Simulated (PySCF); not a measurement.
TeCl, SMILES [Te]Cl, multiplicity 2. Coordinates come from a PBE-D3(BJ)/def2-TZVP optimisation. The spin state was assumed, not searched. The def2 effective core potentials stand for the cores of Te; spin–orbit coupling is left out.

Computed equilibrium geometry at PBE-D3(BJ)/def2-TZVP (PySCF confirms it by a frequency run) as bond lengths and angles, and its point group:
point group C∞v.
Atoms: Te1 Cl2. Bonds (Å): Te1–Cl2 2.336.
Charge 0, spin multiplicity 2.
